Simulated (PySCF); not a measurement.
Ge(F)(Cl)2(Me) (CH3Cl2FGe), SMILES [CH3][Ge]([F])([Cl])[Cl]. Atoms are numbered in the order given.

```xyz
8

C     -1.0637    -1.8359     0.0000
Ge     0.0625    -0.2646     0.0000
F      1.7351    -0.7342     0.0000
Cl    -0.2181     0.9550     1.7518
Cl    -0.2181     0.9550    -1.7518
H     -0.8507    -2.4288    -0.9005
H     -2.1171    -1.5235     0.0000
H     -0.8507    -2.4288     0.9005
```

The structure is a stationary point at B3LYP-D3(BJ)/def2-SVP. The structure was generated by enumeration, and PubChem lists no compound with its InChIKey, so it may never have been made.

Two levels are set side by side: PBE/pcSseg-1 (PySCF) and KT2/pcSseg-1 (PySCF). GIAO shifts against CFCl3 (¹⁹F), GeH4 (⁷³Ge), HCl (³⁵Cl), TMS (¹H), TMS (¹³C) at the same level; non-relativistic, no solvent, atoms listed together averaged. Without spin–orbit terms, shifts of atoms bonded to Cl or Br come out too high at both levels. Differences are taken from unrounded values.

| quantity | KT2 | PBE | PBE minus KT2 |
|---|---|---|---|
| δ(¹³C) of C1 (ppm) | 16.4 | 17.0 | 0.5 |
| δ(⁷³Ge) of Ge2 (ppm) | 485.8 | 500.2 | 14.4 |
| δ(¹⁹F) of F3 (ppm) | -121.7 | -116.7 | 5.1 |
| δ(³⁵Cl) of Cl4, Cl5 (ppm) | 172.6 | 176.8 | 4.2 |
| δ(¹H) of H6, H7, H8 (ppm) | 1.58 | 1.58 | 0.00 |

Rough cost on one machine, each run with all the roots and properties that it gave: KT2 against PBE within a factor of 2.
